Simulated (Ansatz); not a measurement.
Mulliken charges of ClZn (`[Cl][Zn]`) radical from r2SCAN/def2-TZVPP in Ansatz (PBE0-D4/def2-TZVP geometry).

```
atom   x (Å)   y (Å)   z (Å)  charge (e)
 Cl1  -0.905   0.274  -0.475      -0.369
 Zn2   0.935  -0.334   0.479       0.369
```

**Question.** By hand: the dipole of these point charges (1 e Å = 4.8032 D).

**Answer.** Σ q r = (0.679, -0.224, 0.352) e Å, of length 0.797 e Å = 3.83 D.

**Question.** How does the dipole of the full density compare? (Best estimate.)

**Answer.** The calculation gave: (0.467, -0.154, 0.242) e Å, 2.63 D; the point charges give 1.46 times that, at 0° from its direction.

Point charges leave out the atoms' own dipoles, such as those of lone pairs, and Mulliken's split depends on the basis, so the two needn't agree.
